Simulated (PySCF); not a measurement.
# Computed properties of Si(F)2(OH)(SeH) (F2H2OSeSi), SMILES O[Si](F)(F)[SeH]

Si(F)2(OH)(SeH) (F2H2OSeSi), SMILES F[Si]([SeH])(O)F. The structure is a stationary point at PBE0-D3(BJ)/def2-SVP. This is a generated structure with no PubChem entry under its InChIKey; it may be hypothetical. The values are those of a single conformer. All values are computed for the isolated molecule unless a solvent is named; none is compared with measurement here.

**Structure.** All 15 harmonic modes at PBE0-D3(BJ)/def2-SVP (PySCF) are real, so it is a minimum. With heavy atoms numbered as in [OH:1][Si:2]([F:3])([F:4])[SeH:5], the shortest bond between them is Si2–F4 at 1.602 Å and the longest Si2–Se5 at 2.247 Å.

**Vibrations.** The strongest infrared lines (harmonic, unscaled, degenerate partners summed) lie at 783 cm⁻¹ (223 km/mol, H 79 %, O 14 %), 844 cm⁻¹ (215 km/mol, F 48 %, Si 29 %, O 22 %), 989 cm⁻¹ (162 km/mol, Si 50 %, F 47 %). The softest mode is at 147 cm⁻¹ and the zero-point energy is 18.4 kcal/mol.

**Electronic structure.** B3LYP/def2-TZVP (PySCF) places the frontier levels at -7.55 and -0.57 eV, a gap of 6.98 eV, and gives a dipole moment of 2.65 D and a mean polarisability of 50.1 bohr³. PBE/def2-TZVP (PySCF) at the same geometry gives -6.58 and -1.17 eV, so its gap is 1.57 eV narrower. An orbital gap is neither the optical nor the fundamental gap.

**Excitations.** TDA-M06-2X/def2-SVPD (PySCF) has S1 at 5.65 eV (220 nm, f = 0.001, dark); the most intense of the 10 singlets computed lies at 8.57 eV (f = 0.20). T1 (TDA) is at 5.30 eV, 0.35 eV under S1. TDA-PBE/def2-SVPD (PySCF) puts S1 at 5.43 eV. No vertical singlet excitation falls in the visible range (under 3.1 eV).

**NMR.** GIAO shifts at B3LYP/pcSseg-1 (PySCF) (non-relativistic, atoms alike by connectivity averaged): ¹H from 0.9 to 2.7 ppm against TMS; ²⁹Si at -38.1 ppm against TMS; ¹⁹F at -133.0 ppm against CFCl3.
